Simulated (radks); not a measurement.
Species: Sb17+. Configuration: [Ar] 3d10 4s1 4p4 5s1 (not the ground configuration). All-electron calculation, scalar-relativistic Kohn-Sham, PBEsol, spin-polarised, spherical densities, finite nucleus; open shells are filled with parallel spins first (spin-orbit coupling, left out, can overturn this in heavy ions); Fermi nuclear charge, rms radius 4.6802 fm. Program: a radial shooting solver on a logarithmic mesh with Libxc functionals. Some entries of the table are withheld. Estimate them.

orbital  occ.  eigenvalue (eV)  r(max) (bohr)
1s up       1        -30750.66        0.01836
1s down     1        -30749.11        0.01836
2s up       1        -5067.670         0.1037
2s down     1        -5066.677         0.1037
2p up       3        -4598.507        0.08302
2p down     3        -4597.240        0.08303
3s up       1        -1340.960         0.2987
3s down     1        -1339.319         0.2987
3p up       3        -1187.835         0.2918
3p down     3        -1186.049         0.2918
3d up       5        -956.2371         0.2417
3d down     5        -954.4974         0.2417
4s up       1              (1)         0.6841
4s down     0              (2)         0.6827
4p up       3              (3)         0.7064
4p down     1              (4)         0.7053
5s up       1        -283.3380          1.297
5s down     0        -277.6778          1.301

Answer. 
(1) 4s up eigenvalue (eV): -535.4032
(2) 4s down eigenvalue (eV): -526.4565
(3) 4p up eigenvalue (eV): -482.0706
(4) 4p down eigenvalue (eV): -473.1747
